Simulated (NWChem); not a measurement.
System: H3O cation; SMILES [OH3+]

Output (shortened):

```
             Northwest Computational Chemistry Package (NWChem) 7.3.0
             --------------------------------------------------------

                             Geometry "geometry" -> ""
                             -------------------------

 Output coordinates in angstroms (scale by  1.889725989 to convert to a.u.)

  No.       Tag          Charge          X              Y              Z
 ---- ---------------- ---------- -------------- -------------- --------------
    1 O                    8.0000     0.00000000     0.00000000     0.07877500
    2 H                    1.0000     0.66934200     0.66934200    -0.20738600
    3 H                    1.0000     0.24499600    -0.91433800    -0.20738600
    4 H                    1.0000    -0.91433800     0.24499600    -0.20738600

 Effective nuclear repulsion energy (a.u.)      13.8110707593

                                 NWChem DFT Module
                                 -----------------

 Summary of "ao basis" -> "ao basis" (spherical)
 ------------------------------------------------------------------------------
       Tag                 Description            Shells   Functions and Types
 ---------------- ------------------------------  ------  ---------------------
 O                         def2-svpd                 9       23   4s3p2d
 H                         def2-svpd                 4        8   2s2p

            General Information
            -------------------
          SCF calculation type: DFT
          Wavefunction type:  closed shell.
          No. of atoms     :     4
          No. of electrons :    10
           Alpha electrons :     5
            Beta electrons :     5
          Charge           :     1
          Spin multiplicity:     1
          Use of symmetry is: off; symmetry adaption is: off
          Maximum number of iterations: 150
          AO basis - number of functions:    47
                     number of shells:    21
          Convergence on energy requested:  1.00D-06
          Convergence on density requested:  1.00D-05
          Convergence on gradient requested:  5.00D-04

              XC Information
              --------------
                         PBE0 Method XC Functional
                     Hartree-Fock (Exact) Exchange  0.250
          PerdewBurkeErnzerhof Exchange Functional  0.750
            Perdew 1991 LDA Correlation Functional  1.000 local
           PerdewBurkeErnz. Correlation Functional  1.000 non-local

[...]

                                NWChem TDDFT Module
                                -------------------

            General Information
            -------------------
           No. of orbitals :      94
            Alpha orbitals :      47
             Beta orbitals :      47
        Alpha frozen cores :       0
         Beta frozen cores :       0
     Alpha frozen virtuals :       0
      Beta frozen virtuals :       0
         Spin multiplicity :       1
    Number of AO functions :      47
        Use of symmetry is : off
      Symmetry adaption is : off
         Schwarz screening :  0.10D-07

              XC Information
              --------------
                  PBE0 Method XC Functional
              Hartree-Fock (Exact) Exchange   0.25
   PerdewBurkeErnzerhof Exchange Functional   0.75
     Perdew 1991 LDA Correlation Functional   1.00 local
    PerdewBurkeErnz. Correlation Functional   1.00 non-local

             TDDFT Information
             -----------------
          Calculation type : Tamm-Dancoff TDDFT
         Wavefunction type : Restricted singlets
          No. of electrons :      10
           Alpha electrons :       5
            Beta electrons :       5
              No. of roots :       8
          Max subspacesize :    5600
            Max iterations :     100
               Target root :       1
           Target symmetry : none
      Symmetry restriction : off
                 Algorithm : Optimal
        Davidson threshold :  0.10D-03

    8 smallest eigenvalue differences (eV)
--------------------------------------------------------
  No. Spin  Occ  Vir  Irrep   E(Occ)    E(Vir)   E(Diff)
--------------------------------------------------------
    1    1    5    6 a        -0.762    -0.262    13.602
    2    1    5    7 a        -0.762    -0.169    16.113
    3    1    5    8 a        -0.762    -0.169    16.113
    4    1    5    9 a        -0.762    -0.096    18.101
    5    1    5   10 a        -0.762    -0.080    18.555
    6    1    5   11 a        -0.762    -0.080    18.555
    7    1    4    6 a        -0.952    -0.262    18.785
    8    1    3    6 a        -0.952    -0.262    18.785
--------------------------------------------------------

  Entering Davidson iterations
  Restricted singlet excited states

  Iter   NTrls   NConv    DeltaV     DeltaE      Time
  ----  ------  ------  ---------  ---------  ---------
    1      8       0     0.17E+00   0.10+100        1.6
    2     16       0     0.21E-01   0.15E-01        1.7
    3     24       0     0.38E-02   0.11E-02        2.1
    4     32       5     0.67E-03   0.17E-04        2.4
    5     35       7     0.15E-03   0.73E-06        1.1
    6     36       8     0.72E-04   0.86E-08        0.8
  ----  ------  ------  ---------  ---------  ---------
  Convergence criterion met

  Ground state a         -76.568964323068 a.u.

  ----------------------------------------------------------------------------
  Root   1 singlet a              0.428752494 a.u.               11.6670 eV
  ----------------------------------------------------------------------------
     Transition Moments    X -0.00000   Y -0.00000   Z  0.38322
     Dipole Oscillator Strength                    0.0419761559
     Electric Quadrupole                           0.0000000006
     Magnetic Dipole                               0.0000000000
     Total Oscillator Strength                     0.0419761565

[...]
```

Level: PBE0/def2-SVPD, TDA. All runs use the structure optimised with B3LYP/6-31G* (spherical d).

Problem. Which NWChem input produces such a log?

Solution. This is not unique; one that fits is the input that was run:
```
start job
memory heap 200 mb stack 900 mb global 1100 mb
charge 1
geometry units angstroms noautosym nocenter noautoz
  O      0.000000     0.000000     0.078775
  H      0.669342     0.669342    -0.207386
  H      0.244996    -0.914338    -0.207386
  H     -0.914338     0.244996    -0.207386
end
basis spherical
  O library def2-svpd
  H library def2-svpd
end
dft
  xc pbe0
  iterations 150
end
tddft
  cis
  nroots 8
  notriplet
end
task tddft energy
```
